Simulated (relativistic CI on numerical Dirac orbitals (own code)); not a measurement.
# Slater and spin-orbit integrals, La7+

Method of calculation: Dirac-Coulomb-Breit CI, orbitals from a KLI potential per configuration, model QED (radiative potential, 1s self-energy scaled to tabulated hydrogen-like ionisation energies), unscaled Slater integrals (own radial code, finite nucleus).

Slater integrals F^k, G^k are unscaled and averaged over j, outside the closed core [Kr] 4d10; ζ comes from projecting the Hamiltonian with its Breit term on Σ l·s of the shell.

- 5s²5p²: F^2(5p,5p) = 67284, ζ(5p) = 17813 cm⁻¹; <r>(5p) = 1.599, <r^2>(5p) = 2.853 (bohr units).
- 5s²5p4f: ζ(5p) = 17081, F^2(5p,4f) = 55314, G^2(5p,4f) = 30260, G^4(5p,4f) = 23757, ζ(4f) = 461.74 cm⁻¹; <r>(5p) = 1.62, <r^2>(5p) = 2.929, <r>(4f) = 1.011, <r^2>(4f) = 1.251 (bohr units).
- 5s5p³: F^2(5p,5p) = 67359, G^1(5s,5p) = 87851, ζ(5p) = 17675 cm⁻¹; <r>(5s) = 1.448, <r^2>(5s) = 2.337, <r>(5p) = 1.596, <r^2>(5p) = 2.845 (bohr units).

Averages of the first 10 configurations, taken without configuration mixing, which lowers the lowest level and can move excited configurations by several eV; other configurations of the list can lie among them:

```csv
Configuration,Parity,States,Average energy above the lowest level (eV)
5s²5p²,even,15,5.7
5s²5p4f,even,84,18.8
5s5p³,odd,40,25.4
5s²5p5d,odd,60,34.3
5p⁴,even,15,48.2
5s5p²5d,even,300,52.8
5s²4f5d,odd,140,46.9
5s5p²4f,odd,420,36.9
5s5p4f²,odd,1092,51.2
5s²5p5f,even,84,60.9
```
